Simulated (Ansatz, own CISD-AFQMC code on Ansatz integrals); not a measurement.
C2H7B, SMILES `CBC` (charge 0, multiplicity 1).

Cartesian coordinates (Å):
```xyz
10

C     -1.3775     0.1163     0.0750
B      0.0130    -0.4081    -0.3993
C      1.3697     0.1221     0.1589
H     -2.1364    -0.6664     0.1510
H     -1.3597     0.7009     0.9969
H     -1.7374     0.7863    -0.7216
H      0.0405    -1.2649    -1.2382
H      1.7355    -0.6496     0.8542
H      2.1494     0.2100    -0.6018
H      1.3030     1.0533     0.7250
```
Charge 0, spin multiplicity 1.

Frozen-core energies in cc-pVDZ from Ansatz (a program for electronic structure) at a geometry from B3LYP-D3(BJ)/def2-TZVP; the HF reference has <S^2> = 0.00 and the T1 diagnostic is 0.008.

```csv
level,energy (Ha)
HF,-104.50150
MP2,-104.87920
CCSD,-104.92798
CCSD(T),-104.93906
```

Problem. Estimate the energies of CCSDT, phaseless AFQMC, CISD trial (own CISD-AFQMC code on Ansatz integrals; ±0.30 mHa) and CCSDT(Q), and give each level's difference from CCSDT(Q).

Solution. 
```csv
level,energy (Ha),difference from CCSDT(Q) (mHa)
MP2,-104.87920,61.36
CCSD,-104.92798,12.57
CCSD(T),-104.93906,1.49
CCSDT,-104.94003,0.52
"phaseless AFQMC, CISD trial (own CISD-AFQMC code on Ansatz integrals; ±0.30 mHa)",-104.94085,-0.30
CCSDT(Q),-104.94055,0.00
```
